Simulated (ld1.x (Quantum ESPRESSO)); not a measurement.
Transferability test, RRKJ potential for beryllium

- Element: Be (Z = 4)
- Generator: ld1.x (Quantum ESPRESSO) 7.5
- Type: norm-conserving RRKJ (Kleinman–Bylander form)
- Functional: PBE
- Relativity: scalar-relativistic
- Frozen core: [He]
- Valence charge: 2
- Reference configuration: 2s2 2p0
- Partial waves: 2p (bound, empty): rc 3.15 bohr; 3d channel at 0.15 Ry: rc 2.70 bohr; 2s (bound): rc 1.35 bohr
- Local potential: the s channel
- Core correction: a·sin(br)/r model core inside 1.35 bohr
- rho0: 0.02

Energies are relative to the spin-unpolarised reference configuration 2s2 2p0; without spin polarisation the order of configurations can differ from experiment.

```csv
valence configuration,charge,ΔE all-electron (eV),error AE − PS (meV)
2s1 2p0,+1,9.551,+5.6
2s1.5 2p0,+0.5,3.761,+0.8
2s1 2p1,0,3.612,-9.9
2s0 2p1,+1,13.460,-89
2s0 2p2,0,7.251,-43
```

Levels in the configuration 2s1 2p0:

| level | all-electron (eV) | pseudo (eV) |
| --- | --- | --- |
| 2s | -13.701 | -13.682 |
